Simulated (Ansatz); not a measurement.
tert-butyl chloride (C₄H₉Cl), singlet, geometry from GFN2-xTB; MP2/cc-pVDZ (Ansatz, a quantum-chemistry and plane-wave program).

Input for Ansatz:
Ansatz 0.2 input:
```yaml
crystal:
  periodic: [false, false, false]
  atoms:
    - {symbol: C, position_ang: [-0.36790244, 1.46695451, -0.68433856]}
    - {symbol: C, position_ang: [-0.03401853, 0.02110744, -0.34773461]}
    - {symbol: C, position_ang: [1.29307953, -0.40182429, -0.96026537]}
    - {symbol: C, position_ang: [-1.15961046, -0.91967164, -0.75175438]}
    - {symbol: Cl, position_ang: [0.14210822, -0.08817371, 1.45261835]}
    - {symbol: H, position_ang: [-0.48214563, 1.57440656, -1.76130522]}
    - {symbol: H, position_ang: [-1.29575694, 1.76770098, -0.20375897]}
    - {symbol: H, position_ang: [0.42549780, 2.13111715, -0.35008832]}
    - {symbol: H, position_ang: [2.09465859, 0.25313630, -0.62737382]}
    - {symbol: H, position_ang: [1.53905181, -1.42175600, -0.67468506]}
    - {symbol: H, position_ang: [1.22787094, -0.34954132, -2.04537780]}
    - {symbol: H, position_ang: [-1.29722604, -0.88267629, -1.83071125]}
    - {symbol: H, position_ang: [-2.09136341, -0.63067715, -0.27150675]}
    - {symbol: H, position_ang: [-0.92571546, -1.94215328, -0.46514734]}
basis:
  gaussian:
    orbitals: cc-pVDZ
magnetization: {spin_polarized: false}
correlation: {method: mp2}
```

Q: Predict the main parts of the log of this Ansatz run.

A: 
```
Functional definition: HF
1104 factors; integrals over basis functions are off by at most 1.3e-3 eV
mean field evaluation 1: about -16765.6179 eV, gradient 3.1e1 eV
mean field evaluation 2: about -16765.8168 eV, gradient 3.1e1 eV
mean field evaluation 4: about -16768.6848 eV, gradient 2.7e0 eV
mean field evaluation 8: about -16768.7135 eV, gradient 1.0e-1 eV
mean field -16768.71351180 eV, -616.2388553165 hartree, gradient 9.5e-7 eV, S^2 0.000000; 0 other end points of the search recorded, 0 dependent functions left out
9 core orbitals not correlated
reference -16768.71351180 eV, -616.2388553165 hartree; 16, 16 occupied and 94, 94 virtual orbitals, 1104 factors
second order -19.59942963 eV of doubles, -0.00000000 eV of singles
Total energy: -16788.31294143 eV, -616.9591210703 hartree
```
